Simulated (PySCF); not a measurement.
Task: Give a PBE0-D3(BJ)/def2-SVP geometry of n,2,2-trimethylpropan-1-amine (`CNCC(C)(C)C`).

Result: 
```
atom  x, y, z in Å
C1     2.7388   -0.1225    0.1745
N2     1.3641   -0.5515    0.1696
C3     0.4097    0.5295    0.1629
C4    -1.0466    0.0595    0.0187
C5    -1.9473    1.2949    0.0287
C6    -1.2154   -0.6987   -1.2984
C7    -1.4281   -0.8492    1.1910
H8     3.0155    0.5381    1.0261
H9     2.9583    0.4374   -0.7493
H10    3.4093   -0.9950    0.1924
H11    1.1880   -1.1613    0.9637
H12    0.4846    1.1782    1.0677
H13    0.6481    1.1847   -0.6944
H14   -1.8485    1.8545    0.9728
H15   -1.6932    1.9786   -0.7970
H16   -3.0054    1.0115   -0.0848
H17   -1.0149   -0.0394   -2.1580
H18   -0.5084   -1.5387   -1.3509
H19   -2.2408   -1.0874   -1.4031
H20   -2.4948   -1.1184    1.1435
H21   -1.2523   -0.3507    2.1584
H22   -0.8589   -1.7923    1.1783
```

Orientation and origin are arbitrary. Atoms count from 1 in this order. N2 (secondary amine nitrogen) is pyramidal (angles 114.1°, 110.0° and 109.8°, sum 333.9°, 0.38 Å off the plane of its three neighbours). Of the pairs four or more bonds apart, H11···H22 is among the closest relative to their van der Waals radii: 2.15 Å, 90 % of the sum of Bondi's values.

Bonds between heavy atoms (Å): C1–N2 1.440, N2–C3 1.442, C3–C4 1.537, C4–C5 1.529, C4–C6 1.529, C4–C7 1.532.

The calculation used PBE0-D3(BJ)/def2-SVP geometry optimisation, gas phase (PySCF 2.14.0).

Stationary, but not proved a minimum. One conformer, not necessarily the lowest (C1–N2–C3–C4 174°).
